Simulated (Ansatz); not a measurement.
Cost and result for the atomization energy of C$_{2}$H$_{6}$BFS, SMILES `CBSCF` (11 atoms, 10 bonds).

```xyz
11

C    -1.653   -1.212    0.511
B    -0.397   -0.299    0.409
S     0.112    0.356   -1.165
C     1.610    1.278   -0.762
F     2.728    0.496   -0.899
H    -2.359   -0.795    1.238
H    -2.181   -1.383   -0.429
H    -1.356   -2.184    0.921
H     0.256   -0.003    1.368
H     1.690    2.114   -1.460
H     1.551    1.631    0.267
```

Charge 0, multiplicity 1. The structure was optimised at the PBE0-D4/def2-TZVP level. It is one conformer, not always the lowest. Program: Ansatz. All runs use 4 threads of an Arm Neoverse V1 on a shared host. Times are those of one run each, without the atoms' runs, and a repeat can differ threefold. Electronic energies, without spin–orbit coupling; frozen cores. CCSD(T)/CBS adds CCSD(T) − MP2 in def2-TZVPP to the MP2 limit, and its time is that of the two runs behind it. T1 = 0.013. B3LYP takes the VWN-RPA correlation (the form of Gaussian; ORCA's B3LYP/G).

CCSD(T)/CBS is a level of theory with its own doubt, some kJ/mol a heavy atom from the limit and from the frozen cores, so smaller differences don't rank the functionals.

```csv
level,functions,wall time,atomization (kJ/mol),difference from CCSD(T)/CBS,per bond
PBE-D4/def2-TZVPP (with forces),250,2.4 s,4207.7,111.5,11.2
PBE0-D4/def2-TZVPP,250,2.8 s,4137.9,41.7,4.2
B3LYP-D4/def2-TZVPP (with forces),250,4.3 s,4111.2,15.0,1.5
r2SCAN-D4/def2-TZVPP (with forces),250,4.6 s,4138.1,41.9,4.2
B2PLYP/def2-TZVPP,250,5.5 s,4068.1,-28.1,-2.8
ωB97X-V/def2-TZVPP,250,7.5 s,4120.5,24.3,2.4
ωB97M-V/def2-TZVPP (with forces),250,11 s,4129.2,33.0,3.3
MP2/def2-QZVPP,478,20 s,4126.0,29.8,3.0
CCSD(T)/def2-TZVPP,250,2.6 min,3999.5,-96.7,-9.7
CCSD(T)/CBS(def2),–,2.9 min,4096.2,0.0,0.0
```

The D4 term adds +31.6 kJ/mol with B3LYP and +16.4 kJ/mol with PBE0; it sums over pairs of atoms, weighted by their polarisabilities, and B3LYP, whose exchange is more repulsive, gets the larger term. From PBE to PBE0 (25 % exact exchange), in def2-TZVPP and without D4, the atomization energy moves by −66.6 kJ/mol: exact exchange takes away binding that semilocal exchange gives to molecules. In def2-TZVPP, CCSD(T) changes the Hartree–Fock value by +934.3 kJ/mol (the triples alone add +59.2 kJ/mol) and MP2 by +1004.2 kJ/mol; breaking electron pairs costs correlation energy, which Hartree–Fock lacks.
